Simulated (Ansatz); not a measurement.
One change: `BC1C=N1` becomes `C=NC1C=N1`.

Ansatz, PBE0-D4/def2-TZVP geometries, multiplicity 1. Each molecule was computed in one conformer, which needn't be the lowest.

```csv
property,`BC1C=N1`
HOMO–LUMO gap (ωB97M-V/def2-TZVPP) / eV,10.77
HOMO–LUMO gap (B3LYP/def2-TZVPP) / eV,6.12
LUMO energy (B3LYP/def2-TZVPP) / eV,-1.96
HOMO–LUMO gap (PBE0/def2-TZVPP) / eV,6.59
HOMO–LUMO gap (PBE/def2-TZVPP) / eV,4.39
LUMO energy (ωB97M-V/def2-TZVPP) / eV,0.24
```

(1) Give the same properties after the change, and the shifts. (Best estimate.)

Answers

(1) Computed: 
| property | `C=NC1C=N1` | shift |
| --- | --- | --- |
| HOMO–LUMO gap (ωB97M-V/def2-TZVPP) / eV | 11.01 | 0.24 |
| HOMO–LUMO gap (B3LYP/def2-TZVPP) / eV | 5.96 | -0.16 |
| LUMO energy (B3LYP/def2-TZVPP) / eV | -1.12 | 0.84 |
| HOMO–LUMO gap (PBE0/def2-TZVPP) / eV | 6.45 | -0.14 |
| HOMO–LUMO gap (PBE/def2-TZVPP) / eV | 3.91 | -0.48 |
| LUMO energy (ωB97M-V/def2-TZVPP) / eV | 1.45 | 1.21 |

With PBE0 the HOMO rises by 1.02 eV and the LUMO rises by 0.89 eV, so the gap narrows by about 0.13 eV. PBE moves the HOMO by 1.17 eV and ωB97M-V by 0.98 eV. The zero-point energy changes by 29.4 kJ/mol with +3 modes.

B3LYP here is the variant with VWN-RPA as its local correlation; programs differ in this.
